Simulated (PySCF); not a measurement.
Isomers of C6H8GeO2, from PBE0-D3(BJ)/def2-SVP geometry optimisation, gas phase (PySCF). One conformer each, no zero-point energy, no frequencies.

Question: Which is lower in electronic energy at this level?
A. `[CH3:1][C:2](=[O:3])[GeH2:4][c:5]1[cH:6][cH:7][cH:8][o:9]1` with C1–C2–Ge4–C5 178°, C2–Ge4–C5–C6 -1°: A = 2783, B = 723.0, C = 580.1 MHz, dipole 1.46 D
B. `[CH3:1][O:2][C:3](=[O:4])[C:5]1=[CH:6][GeH2:7][CH:8]=[CH:9]1` with C1–O2–C3–O4 0°, O2–C3–C5–C6 0°: A = 3264, B = 565.6, C = 486.5 MHz, dipole 1.73 D

Answer: B. That is `C1(C(OC)=O)=[CH][GeH2][CH]=C1`, 3.2 kcal/mol below the other.

```
                     SMILES                                                 mapped SMILES       E (Eh)  relative (kcal/mol)  relative (kJ/mol)  dipole (D)
COC(=O)C1=[CH][GeH2][CH]=C1  [CH3:1][O:2][C:3](=[O:4])[C:5]1=[CH:6][GeH2:7][CH:8]=[CH:9]1  -2459.64281                  0.0                0.0        1.73
    C[C](=O)[GeH2][c]1ccco1    [CH3:1][C:2](=[O:3])[GeH2:4][c:5]1[cH:6][cH:7][cH:8][o:9]1  -2459.63764                  3.2               13.6        1.46
```

As drawn, the lower has a C(=O)–O unit and a C=C bond outside aromatic rings, which the higher lacks; the higher has an aromatic ring, which the lower lacks.
